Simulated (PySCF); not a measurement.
CH₉NSeSi₂.
Cartesian coordinates in Å at the PBE0-D3(BJ)/def2-SVP level; atoms count from 1:
```
atom  x, y, z in Å
N1    -2.692   -0.318    0.184
C2    -1.928    0.870   -0.168
Si3   -0.159    0.519   -0.755
Se4    0.809   -0.814    0.852
Si5    2.861    0.175    0.705
H6    -2.747   -0.966   -0.600
H7    -2.245   -0.821    0.949
H8    -2.462    1.432   -0.955
H9    -1.888    1.549    0.701
H10    0.688    1.742   -0.934
H11   -0.196   -0.234   -2.048
H12    2.806    1.604    1.134
H13    3.759   -0.593    1.615
H14    3.387    0.113   -0.692
```

The computed photoelectron lines, unassigned: C 1s: 291.08 eV; N 1s: 405.05 eV; Si 1s: 1846.56 (area 1), 1846.90 (area 1) eV; Si 2p3/2: 106.77 (area 1), 107.08 (area 1) eV.

Theory: delta-SCF UKS SCAN, pcX-2 on the ionised atom, pcseg-1 elsewhere, spin-free X2C in PySCF. Isolated species at its PBE0-D3(BJ)/def2-SVP geometry (one conformer only).

(1) Which silicon gives which Si 1s line?

(2) Which silicon gives which Si 2p3/2 line?

Answers

(1) 1846.56 eV: Si3 (SiH2 silicon); 1846.90 eV: Si5 (SiH3 silicon). Lowest listed Si 1s: Si3, bonded to C, Se and 2 H. Highest, 0.34 eV above it: Si5, bonded to Se and 3 H.

(2) 106.77 eV: Si3 (SiH2 silicon); 107.08 eV: Si5 (SiH3 silicon). The listed Si 2p3/2 values span 0.31 eV, from Si3 (bonded to C, Se and 2 H) to Si5 (bonded to Se and 3 H).

Bonded neighbours of each site: N1: C and 2 H; C2: N, 2 H and Si; Si3: C, Se and 2 H; Si5: Se and 3 H.

**Question.** Which effective nuclear charge Zeff reproduces each element's mean 1s value in the hydrogen-like formula E = 13.606 eV × Zeff²?

**Answer.** C (Z = 6): mean 291.1 eV, Zeff = 4.63, Z − Zeff = 1.37; N (Z = 7): mean 405.1 eV, Zeff = 5.46, Z − Zeff = 1.54; Si (Z = 14): mean 1846.7 eV, Zeff = 11.65, Z − Zeff = 2.35. Means run over the listed sites, weighted by atom count.

Spin–orbit and ligand-field terms were added within each 2p shell after the spin-free SCF. 2p1/2 minus 2p3/2 (ligand field included): Si 0.62 eV. No level of selenium is listed.
